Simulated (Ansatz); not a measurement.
System: CH$_{5}$Ge, net charge 0, doublet state. SMILES: [CH2][GeH3]
Geometry: optimised at B3LYP-D3(BJ)/def2-TZVP (Ansatz, a program for electronic structure).

Quantity: atomisation energy, in kcal/mol. Terms: non-relativistic; LANL2DZ with its own core potentials from Na on; atomisation electronic, to ground-state atoms; UHF or UKS for open shells; no spin-orbit coupling; six Cartesian d functions in 6-31G* and its kin unless marked 5d; no dispersion term unless named. Ab initio and DFT rows: single points at B3LYP-D3(BJ) geometries (Ansatz).

```
level                              program  atomisation energy (kcal/mol)
---------------------------------  -------  -----------------------------
B3LYP/STO-3G                        Ansatz                          679.1
B3LYP/3-21G                         Ansatz                          492.9
B3LYP/LANL2DZ                       Ansatz                          478.1
B3LYP/6-31G                         Ansatz                          477.2
B3LYP/6-31G*                        Ansatz                          479.2
B3LYP/6-31G**                       Ansatz                          484.0
B3LYP/def2-SVP                      Ansatz                          484.3
B3LYP/6-31G* with LANL2DZ past Ar   Ansatz                          478.0
B3LYP/def2-TZVPD                    Ansatz                          484.6
```

No value to compare with is used here. The 8 habitual levels span 477.2 (B3LYP/6-31G) to 679.1 kcal/mol (B3LYP/STO-3G); B3LYP/def2-TZVPD gives 484.6.

The sets are all those run for this method; left out are runs that failed, that the program found above a lower state of the same kind, or whose <S^2> lies over 0.5 above the pure value.
